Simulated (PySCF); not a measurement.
## How methods differ on the ionisation energy of Ga⁺

Ga⁺ [Ar] 3d10 4s2 (1S) → Ga²⁺ [Ar] 3d10 4s1 (2S), as a difference of total energies. Calculation: PySCF 2.14, in x2c-SVPall (5s4p3d, 32 functions); the spin-free X2C one-electron Hamiltonian (Gaussian nucleus). Correlated levels: valence: [Ar] 3d10 frozen. The calculations carry no spin-orbit coupling.

```csv
method,ionisation energy (eV),error (eV)
UHF,18.759,-1.756
TPSS,20.549,+0.034
M06-L,20.681,+0.166
MP2 (valence),19.419,-1.096
SCS-MP2 (valence),19.552,-0.963
CCSD (valence),19.735,-0.780
```

Reference: 20.515 eV (measured; NIST Atomic Spectra Database, ionization energies).

Errors of the correlated levels include the incompleteness of this basis and the frozen core.

With two correlated electrons CCSD is exact in that space.
